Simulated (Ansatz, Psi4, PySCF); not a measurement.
diisopropyl selenide (C$_{6}$H$_{14}$Se), singlet, at a GFN2-xTB geometry. Base run: B3LYP5/STO-3G (PySCF).

PySCF was given this input:
```python
from pyscf import gto, scf, dft

mol = gto.M(
    atom='''
C     1.864467    1.294078    0.803179
C     1.506906   -0.172599    0.651398
C     2.684892   -0.997908    0.163607
Se   -0.003417   -0.413152   -0.644329
C    -1.486705    0.350529    0.471904
C    -1.911463    1.705468   -0.065836
C    -2.644163   -0.632036    0.512470
H     2.191164    1.703110   -0.150882
H     2.674915    1.405077    1.522796
H     1.014225    1.873789    1.157423
H     1.131159   -0.574919    1.598243
H     2.403129   -2.043817    0.055183
H     3.507665   -0.929450    0.873710
H     3.029153   -0.632172   -0.802668
H    -1.047531    0.455056    1.468876
H    -1.066703    2.389158   -0.117799
H    -2.328056    1.599982   -1.065758
H    -2.671313    2.142233    0.581452
H    -2.319204   -1.594810    0.901612
H    -3.048106   -0.783476   -0.487241
H    -3.437927   -0.247783    1.151900
''',
    basis='sto-3g',
    charge=0,
    spin=0,
    verbose=4,
)

mf = dft.RKS(mol)
mf.xc = 'b3lyp5'
mf.kernel()
```

The same geometry, method and basis name were run in Ansatz (an electronic-structure program) and Psi4 and PySCF, at each program's defaults and at the settings that a row names. The base is PySCF at its defaults. Differences at the defaults can come from grids, fitting, cores and function types together.

```
code and settings                                                                             ΔE vs base (µEh)  basis functions       E (Eh)  SCF cycles  dipole (D)
--------------------------------------------------------------------------------------------  ----------------  ---------------  -----------  ----------  ----------
PySCF, defaults (exact integrals, its default grid, spherical functions)                                   0.0               62  -2608.81511           8        1.50
Psi4, defaults (density fitting with its default set, its default grid, spherical functions)             -3013               62  -2608.81812           8        1.50
Ansatz, defaults (factorised integrals, its default grid, spherical functions)                            15.0               62  -2608.81510           -           -
PySCF, density fitting with def2-universal-jkfit                                                         -3057               62  -2608.81817           8        1.50
PySCF, fine grid                                                                                           5.6               62  -2608.81511           8        1.50
Psi4, exact integrals, spherical functions, fine grid                                                      4.3               62  -2608.81511          10        1.50
Ansatz, high accuracy                                                                                      5.7               62  -2608.81511           -           -
```
